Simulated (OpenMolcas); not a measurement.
I3+: effect of the active space

- Program: OpenMolcas 26.06
- Method: SS-CASPT2 or its RAS form, IPEA 0.25 Eh, imaginary shift 0.1 Eh
- Basis: ANO-RCC-VQZP
- Scalar Hamiltonian: DKH2, point nucleus
- Spin-orbit coupling: state interaction with AMFI integrals over the reference wave functions, term energies averaged over their components

A. 2 electrons in 3 orbitals (5p); 2S+1 = 3 even, 3 roots; 2S+1 = 1 even, 6 roots; closed shells correlated: 4d 5s; CASPT2 step of the order of 2.2 core-seconds
B. 4 electrons in 4 orbitals (5s 5p); 2S+1 = 3 even, 6 roots; 2S+1 = 1 even, 12 roots; 2S+1 = 5 odd, 1 root; 2S+1 = 3 odd, 9 roots; 2S+1 = 1 odd, 8 roots; closed shells correlated: 4d; CASPT2 step about 10 core-seconds
C. 4 electrons in 8 orbitals (5s 5p 6s 6p); 2S+1 = 3 even, 3 roots; 2S+1 = 1 even, 11 roots; 2S+1 = 5 odd, 1 root; 2S+1 = 3 odd, 9 roots; 2S+1 = 1 odd, 8 roots; closed shells correlated: 4d; CASPT2 step roughly 20 core-seconds
D. 2 electrons in 9 orbitals (RAS2 5p; RAS3 5d 6s, at most 1 electron); 2S+1 = 3 even, 3 roots; 2S+1 = 1 even, 6 roots; 2S+1 = 3 odd, 18 roots; 2S+1 = 1 odd, 18 roots; closed shells correlated: 4d 5s; CASPT2 step roughly 40 core-seconds
E. 4 electrons in 9 orbitals (RAS2 5s 5p; RAS3 5d, at most 2 electrons); 2S+1 = 3 even, 6 roots; 2S+1 = 1 even, 12 roots; 2S+1 = 5 odd, 1 root; 2S+1 = 3 odd, 8 roots; 2S+1 = 1 odd, 8 roots; closed shells correlated: 4d; CASPT2 step about 40 core-seconds

Energies in cm⁻¹ above 5s² 5p² ³P₀.

```tsv
Level	A	B	C	D	E
5s² 5p² ³P₀	0.0	0.0	0.0	0.0	0.0
5s² 5p² ³P₁	5850	5740	5550	5600	5620
5s² 5p² ³P₂	9800	9570	9510	9580	9580
5s² 5p² ¹D₂	20660	20140	20310	20490	20360
5s² 5p² ¹S₀	35400	35930	36210	38640	35660
```

Among A to E the level of the table that moves most is 5s² 5p² ¹S₀, by 3200 cm-1 (lowest in A, highest in D). Moves below CASPT2's spread within the term are not significant.

CASPT2 does not keep the components of a term degenerate, so their means are used; among the terms shown or strongly mixed into the levels shown the widest spread is 200 cm-1 (5s² 5p² ¹D, B). Over all roots computed the reference weight is 0.82 to 0.94 in B, 0.80 to 0.94 in C, 0.85 to 0.93 in D; the roots of lowest weight are the least certain, and an intruder state may touch them. With the s shell closed, the reference lacks s² → p² mixing (holds for A; D). Active for correlation alone: 6p 6s; no level in the range computed is led by a configuration that fills them, so any true level of that kind is missing (holds for C). The run also gave levels led by 5s 5p² 5d, 5s² 5p 5d, which use shells meant for correlation; these and all levels above them are left out (holds for E). Only configurations of the active space appear. The table leaves out levels that lie high or whose names do not pair safely across all columns.
